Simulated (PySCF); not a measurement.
A run for PySCF: R-B3LYP/6-31G* on C3H8O (a complex), monomers drawn apart or pushed together.

```python
from pyscf import gto, scf, dft, mp
from pyscf.data.elements import chemcore

mol = gto.M(
    atom='''
    H    -0.34819692   -0.23171982   -0.37029810
    H    -0.25523136   -0.43205205    0.34241316
    C     0.64134222   -0.16128544    6.15474849
    C     0.45174254    0.13778901    4.68444966
    C     0.51377407    1.59354918    4.28007613
    O     0.26037004   -0.74203237    3.87690986
    H     1.63274863    0.16797388    6.47675513
    H    -0.08602409    0.39362403    6.75238743
    H     0.53339551   -1.22784478    6.33644702
    H     0.41569935    1.68966430    3.20168769
    H    -0.28835419    2.14983771    4.77222217
    H     1.45556232    2.03948412    4.60912456
    ''',
    basis='6-31g*',
    cart=True,
    charge=0, spin=0, verbose=3, max_memory=1800)
mf = dft.RKS(mol, xc='b3lyp')
mf.conv_tol = 1e-8
mf.max_cycle = 100
mf.kernel()
if not mf.converged:
    mf = mf.newton().run(mf.mo_coeff, mf.mo_occ)
```

Task: What total energy does the run end on?

Result: -194.3314 hartree.
